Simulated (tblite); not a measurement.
A tight-binding relaxation on `CB(C)[Si@@H]1[SiH2][SiH2][Si@H]1Br`.

Computed with GFN2-xTB geometry optimisation, gas phase (tblite 0.8.0). Start geometry: from a force field or distance geometry. The input is one job of a driver script: a line of settings, then coordinates in Å.

Command:
```bash
OMP_NUM_THREADS=1 python probes_run.py task.json out
```

Input:
```
{"job": {"kind": "relax", "xc": "GFN2-xTB", "basis": "xTB"}, "charge": 0, "multiplicity": 1}
C     -2.759400    -0.342700    -1.094500
B     -1.490000     0.038700    -0.244600
C     -1.619900     0.910700     1.085800
Si     0.260700    -0.583400    -0.818800
Si     1.369100    -1.556600     0.876400
Si     2.824800     0.135800     0.861700
Si     1.742700     1.079100    -0.848300
Br     2.986700     1.023300    -2.722700
H     -2.649800     0.059600    -2.120100
H     -3.683200     0.091900    -0.626400
H     -2.875200    -1.445200    -1.142000
H     -2.293100     0.388400     1.806300
H     -0.641500     1.078600     1.561000
H     -2.068500     1.896500     0.819600
H      0.250500    -1.382000    -2.041600
H      0.569600    -1.596100     2.115400
H      1.993500    -2.820200     0.466400
H      2.733900     0.941100     2.087300
H      4.182500    -0.294300     0.494100
H      1.161300     2.387500    -0.518300
```

Output:
```
step      E/eV     max force
  0    -613.90092    2.758
  1    -614.17234    1.071
  2    -614.28389    0.662
  3    -614.35102    0.603
  4    -614.41627    0.612
  5    -614.48761    0.644
  6    -614.55741    0.530
  7    -614.60987    0.528
  8    -614.65084    0.406
  9    -614.68074    0.405
... (54 lines left out)
 64    -614.76759    0.015
 65    -614.76762    0.012
 66    -614.76766    0.015
 67    -614.76769    0.016
 68    -614.76773    0.015
 69    -614.76776    0.011
 70    -614.76778    0.010
 71    -614.76780    0.013
 72    -614.76781    0.012
 73    -614.76783    0.007
```

«max force» is the largest atomic force in eV/Å.

From which step on does the largest force stay under 0.1 eV/Å, and how much energy is left to gain from there?

From step 28 (0.094 eV/Å), 7.5 meV above the end.

Main results: energy lowered by 20.0 kcal/mol over 73 steps; largest atomic force 0.007 eV/Å at the end.

Give the final coordinates.

0.215 Å rms from the input after alignment:
```
atom  x, y, z in Å
C1    -2.9115   -0.3159   -1.0727
B2    -1.6070    0.0314   -0.2590
C3    -1.7359    0.9065    1.0483
Si4    0.1524   -0.5882   -0.8026
Si5    1.4733   -1.6621    0.8723
Si6    3.0019    0.1247    0.9375
Si7    1.8182    1.1325   -0.8340
Br8    3.0207    1.0729   -2.7689
H9    -2.8343    0.0477   -2.0985
H10   -3.8329    0.0844   -0.6527
H11   -3.0359   -1.3961   -1.1630
H12   -2.4170    0.4380    1.7599
H13   -0.7983    1.0955    1.5725
H14   -2.1828    1.8753    0.8207
H15    0.2065   -1.3414   -2.0761
H16    0.7712   -1.9131    2.1404
H17    2.0366   -2.9730    0.5317
H18    2.9445    0.9570    2.1483
H19    4.4331   -0.1290    0.7525
H20    1.4920    2.5636   -0.8598
```

The run took 1.8 s of wall time on Arm Neoverse N1, one thread, shared host with 64 logical CPUs at a one-minute load of 59.
Labels such as C1 count atoms from 1, the log's own numbers from 0.
